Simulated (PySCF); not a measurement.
SMILES CB(C)/C=C/[SiH2]Cl (C4H10BClSi) (GFN2-xTB optimised geometry):

```
17

Si    -1.043     2.703     0.778
Cl    -0.372     3.819     2.328
C     -0.038     1.115     0.731
C     -0.340     0.034     0.000
B      0.455    -1.304     0.000
C      2.031    -1.304     0.000
C     -0.339    -2.668    -0.001
H     -2.465     2.441     0.999
H     -0.856     3.483    -0.446
H      0.846     1.066     1.359
H     -1.245     0.087    -0.599
H      2.378    -1.323    -1.034
H      2.460    -2.180     0.482
H      2.465    -0.415     0.450
H     -0.516    -2.970     1.033
H     -1.317    -2.601    -0.472
H      0.211    -3.483    -0.466
```

Method: PBE0/def2-SVP in PySCF.

What are the frontier orbital energies and the dipole moment?

HOMO-2 -8.78 eV, HOMO-1 -8.19 eV, HOMO -7.90 eV, LUMO -1.62 eV, LUMO+1 0.65 eV; dipole moment 1.81 D.

Meta-Löwdin charges at PBE0/def2-SVP: Si1 0.67, Cl2 -0.28, C3 -0.31, C4 -0.16, B5 0.24, C6 -0.42, C7 -0.42, H8 -0.10, H9 -0.10, H10 0.11, H11 0.09, H12 0.13, H13 0.11, H14 0.11, H15 0.13, H16 0.11, H17 0.11.
